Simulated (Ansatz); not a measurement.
One geometry of `FCOC(F)CF`, several functionals.

```yaml
crystal:
  periodic: [false, false, false]
  atoms:
    - {symbol: F, position_ang: [-1.734757, -0.139378, -1.770542]}
    - {symbol: C, position_ang: [-0.413073, 0.232187, -1.805775]}
    - {symbol: O, position_ang: [0.269677, -0.324450, -0.741063]}
    - {symbol: C, position_ang: [0.019109, 0.264598, 0.485759]}
    - {symbol: F, position_ang: [0.650256, 1.484943, 0.550571]}
    - {symbol: C, position_ang: [0.583314, -0.655105, 1.537286]}
    - {symbol: F, position_ang: [0.294368, -0.157837, 2.783017]}
    - {symbol: H, position_ang: [-0.377833, 1.325237, -1.782845]}
    - {symbol: H, position_ang: [0.033745, -0.171557, -2.714184]}
    - {symbol: H, position_ang: [-1.048712, 0.453954, 0.640265]}
    - {symbol: H, position_ang: [0.132693, -1.644906, 1.432423]}
    - {symbol: H, position_ang: [1.668110, -0.722785, 1.419188]}
basis:
  gaussian: {orbitals: def2-TZVPP}
hamiltonian: {xc: hse06, dispersion: d4}
output: {orbitals: {seedname: orbitals}}
```

```sh
$ ansatz run in.yaml --threads 4 --pin off --events-out ev --progress --plain --max-ram 11315MiB
```

Shortened log:

```
Functional definition: HSE06
1454 factors; their error is unknown
113 factors; integrals over basis functions are off by at most 2.5e-7 eV
mean field evaluation 1: about -13377.2588 eV, gradient 4.8e1 eV
mean field evaluation 2: about -13376.4489 eV, gradient 5.3e1 eV
mean field evaluation 4: about -13381.2792 eV, gradient 2.8e0 eV
mean field evaluation 8: about -13381.2949 eV, gradient 2.8e-2 eV
mean field evaluation 16: about -13381.3157 eV, gradient 1.4e-4 eV
mean field -13381.31568360 eV, -491.7542811906 hartree, gradient 1.9e-5 eV, S^2 0.000000; 0 other end points of the search recorded, 0 dependent functions left out
reference -13381.31571929 eV, -491.7542825024 hartree; 29, 29 occupied and 258, 258 virtual orbitals, 1454 factors
Total energy: -13381.46810418 eV, -491.7598825439 hartree
```

Run time 3.3 s (4 threads of an Arm Neoverse V2 on a shared host); peak host memory 0.81 GiB.

With the line `hamiltonian: {xc: lda}` (abridged; 1.1 s):

```
Functional definition: SPW92
mean field evaluation 16: about -13300.0044 eV, gradient 3.1e-4 eV
mean field -13300.00440354 eV, -488.7661467634 hartree, gradient 7.4e-5 eV, S^2 0.000000
Total energy: -13300.00443781 eV, -488.7661480227 hartree
```

With the line `hamiltonian: {xc: {name: B2PLYP}}` (abridged; 6 s):

```
Functional definition: B2PLYP
mean field evaluation 16: about -13374.1953 eV, gradient 4.1e-5 eV
mean field -13374.19528455 eV, -491.4926113519 hartree, gradient 6.2e-6 eV, S^2 0.000000
7 core orbitals not correlated: weight in the atoms' cores, before any rotation towards them, 1.000 or more for the frozen orbitals, at most 0.000 for the correlated occupied ones
second order -47.89122897 eV of doubles, -0.00000000 eV of singles
Total energy: -13387.12607071 eV, -491.9678089787 hartree
```

With the line `hamiltonian: {xc: pbe0, dispersion: d4}` (abridged; 2.9 s):

```
Functional definition: PBE0
mean field evaluation 16: about -13381.9091 eV, gradient 1.1e-4 eV
mean field -13381.90914275 eV, -491.7760904122 hartree, gradient 7.5e-5 eV, S^2 0.000000
Total energy: -13382.07519229 eV, -491.7821926202 hartree
```

Changing it to `hamiltonian: {xc: {name: wB97M-V}}` and forces (abridged; 11 s):

```
Functional definition: wB97M-V
mean field evaluation 16: about -13391.6670 eV, gradient 2.6e-4 eV
mean field -13391.66700846 eV, -492.1346853629 hartree, gradient 6.8e-5 eV, S^2 0.000000
Total energy: -13391.66705145 eV, -492.1346869430 hartree
Atom 0 force    -0.210562    -0.068631     0.038176 eV/Å
Atom 1 force     0.188356     0.223086    -0.282218 eV/Å
Atom 2 force     0.139187    -0.175394    -0.002322 eV/Å
Atom 3 force    -0.304675    -0.065772     0.149119 eV/Å
Atom 4 force     0.114741     0.181992    -0.004008 eV/Å
Atom 5 force     0.152111    -0.247771    -0.212001 eV/Å
Atom 6 force    -0.065050     0.113128     0.231242 eV/Å
Atom 7 force    -0.002412    -0.102622     0.007061 eV/Å
Atom 8 force    -0.048983     0.049111     0.089567 eV/Å
Atom 9 force     0.092609    -0.014424    -0.018891 eV/Å
Atom 10 force     0.040413     0.092308     0.003642 eV/Å
Atom 11 force    -0.095734     0.014989     0.000632 eV/Å
Dipole moment:     0.086881    -0.144005    -0.316908 e Å
```

With the line `hamiltonian: {xc: {name: BLYP}, dispersion: d4}` (abridged; 1.9 s):

```
Functional definition: BLYP
mean field evaluation 16: about -13393.1499 eV, gradient 3.5e-4 eV
mean field -13393.14987869 eV, -492.1891798386 hartree, gradient 7.4e-5 eV, S^2 0.000000
Total energy: -13393.59851489 eV, -492.2056669151 hartree
```

HSE06 is the plane-wave form, built on full-range PBE exchange.
